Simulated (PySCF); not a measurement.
**A small calculation by hand: chemical shift, span and skew from a shielding tensor**

1-fluorocyclopropane-1-carbaldehyde (C₄H₅FO), SMILES O=CC1(F)CC1. Atoms are numbered in the order given.

```xyz
11

O     -0.2910     2.0249     0.0000
C      0.5524     1.1620     0.0000
C      0.2429    -0.2948     0.0000
F      1.3635    -1.0772     0.0000
C     -0.9650    -0.7931     0.7506
C     -0.9650    -0.7931    -0.7506
H      1.6498     1.3863     0.0000
H     -0.8350    -1.7500     1.2623
H     -1.5574    -0.0378     1.2737
H     -0.8350    -1.7500    -1.2623
H     -1.5574    -0.0378    -1.2737
```

Coordinates come from a B3LYP-D3(BJ)/def2-SVP optimisation. One conformer was computed; it need not be the lowest.

GIAO shieldings from KT2/pcSseg-1 run with PySCF, non-relativistic, no solvent. The symmetric part of the tensor of C3 has the principal values 56.5, 76.6, 163.7 ppm. The same nucleus in TMS has σ = 185.1 ppm at this level (PySCF, at its B3LYP-D3(BJ)/def2-TZVP geometry).

Problem. Work out the isotropic shielding, the ¹³C shift against TMS, the span and the skew.

Solution. 
σ(iso) = (σ11 + σ22 + σ33)/3 = 98.9 ppm. δ = σ(ref) − σ(iso) = 185.1 − (98.9) = 86.2 ppm.
Span Ω = σ33 − σ11 = 107.2 ppm. Skew κ = 3(σ(iso) − σ22)/Ω = 0.62. Tumbling in solution averages the tensor to δ; in a static solid the shielding alone would spread this spin-1/2 line over Ω.
